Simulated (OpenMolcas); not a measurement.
## OpenMolcas run: Cu2+

Cu2+ with its 6 nearest fluoride ions at 2.021 Å, on the Mg site of KMgF3 (a = 3.973 Å, distance in the model lattice 1.986 Å). The rest of the host is ab initio model potentials to 7.6 Å, with orthogonalisation functions on the cations behind the ligands, and point charges beyond; the distance is set by hand and nothing relaxes. Ligand basis ANO-RCC-VDZP.

Input, with the lattice sites abridged:

```
&GATEWAY
Basis set
Cu.ANO-RCC-VDZP.
Cu1 0.0 0.0 0.0 Angstrom
End of basis
Basis set
F.ANO-RCC-VDZP.
L1 2.021000 0.000000 0.000000 Angstrom
L2 0.000000 2.021000 0.000000 Angstrom
L3 0.000000 0.000000 2.021000 Angstrom
End of basis
Basis set
Mg.EMB-AIMP.Lopez-Moraza.7s4p.1s1p.ECP.KMgF3.
PseudoCharge
* 3 symmetry-unique lattice sites within 7.6 angstrom
End of basis
Basis set
K.EMB-AIMP.Lopez-Moraza.0s.0s.ECP.KMgF3.
PseudoCharge
* 16 symmetry-unique lattice sites within 7.6 angstrom
End of basis
Basis set
Mg.EMB-AIMP.Lopez-Moraza.0s.0s.ECP.KMgF3.
PseudoCharge
* 10 symmetry-unique lattice sites within 7.6 angstrom
End of basis
Basis set
F.EMB-AIMP.Lopez-Moraza.0s.0s.ECP.KMgF3.
PseudoCharge
* 39 symmetry-unique lattice sites within 7.6 angstrom
End of basis
Symmetry
XYZ
AngMom=0.0 0.0 0.0
AMFI
RICD
XField
1521 Angstrom 0
* Evjen-weighted lattice charges
&SEWARD
* reference wave functions (RASSCF and RASSI steps not shown): 9 electrons in 5 orbitals (3d)
>>> COPY JOB001 $Project.JobIph
&CASPT2
Multistate=5 1 2 3 4 5
NoMult
Frozen=5 6
IPEA=0.25
Imaginary=0.1
MaxIter=60
WThr=0.0 0.3 0.05
PrWF=0.5
NoMix
```

Launched by
```bash
OMP_NUM_THREADS=1 MOLCAS_MEM=2457 MOLCAS_PROJECT=a pymolcas a.inp > a.log  # once for each step of the input, in one work folder
```

Output, cut to the results:

```
--- CASPT2 ---
Orbital specifications:
      -----------------------

      Symmetry species                           1   2
                                                ag  au
      Frozen orbitals                            5   6
      Inactive orbitals                         13  15
      Active orbitals                            5   0
      Secondary orbitals                        46  52
      Deleted orbitals                           0   0
      Number of basis functions                 69  73
Type of calculation                        SS-CASPT2
      Fock operator                              state-specific
      IPEA shift                                 0.25
      Real shift                                 0.00
      Imaginary shift                            0.10
      The input orbitals will be transformed to quasi-canonical
Reference energy:       -2252.4331883999
      E2 (Non-variational):      -1.7611300024
      Shift correction:          -0.0008648545
      E2 (Variational):          -1.7619948568
      Total energy:           -2254.1951832567
      Residual norm:              0.0000000892
      Reference weight:           0.73971
      Contributions to the CASPT2 correlation energy
      Active & Virtual Only:         -0.2976786625
      One Inactive Excited:          -0.2282494320
      Two Inactive Excited:          -1.2352019078
Reference energy:       -2252.4331883998
      E2 (Non-variational):      -1.7611307625
      Shift correction:          -0.0008648546
      E2 (Variational):          -1.7619956170
      Total energy:           -2254.1951840168
      Residual norm:              0.0000000892
      Reference weight:           0.73971
      Contributions to the CASPT2 correlation energy
      Active & Virtual Only:         -0.2976791563
      One Inactive Excited:          -0.2282497433
      Two Inactive Excited:          -1.2352018628
::    CASPT2 Root  1     Total energy:  -2254.19518326
::    CASPT2 Root  2     Total energy:  -2254.19518402
::    CASPT2 Root  3     Total energy:  -2254.15952065
::    CASPT2 Root  4     Total energy:  -2254.15952065
::    CASPT2 Root  5     Total energy:  -2254.15952063
```

Spin-orbit levels above the lowest (labels of O, the rotations of Oh), with the averaged single-state CASPT2 energies on the diagonal:

```tsv
E (cm-1)	Degeneracy	Label	2S+1	g
0	4	Γ8	2	
7130	2	Γ7	2	1.99 1.99 1.99
8480	4	Γ8	2
```

Over all roots computed the reference weight is 0.74; a low but even weight reflects the number of correlated electrons. An orbital doublet at a regular site is open to a Jahn-Teller distortion, which this geometry leaves out. A single d shell leaves out the double-shell effect, which counts most for late 3d ions, where the CASPT2 field can be off either way by tens of per cent. Ligand-to-metal charge-transfer states are missing. With one d shell and no ligand orbital active, 10Dq can be off by tens of per cent for divalent 3d ions, low with halides held by bare charges and at times high in hosts, and the orbital part of g and χT goes as 1/10Dq. Free-ion shares, where given, are those of the reference states; single-state CASPT2 does not remix them. No measured value stands beside these numbers; the geometry was set by hand and not optimised.

The CASPT2 steps took 15 s on 1 thread of Arm Neoverse V1, with other jobs on the host; the integral step is not counted.
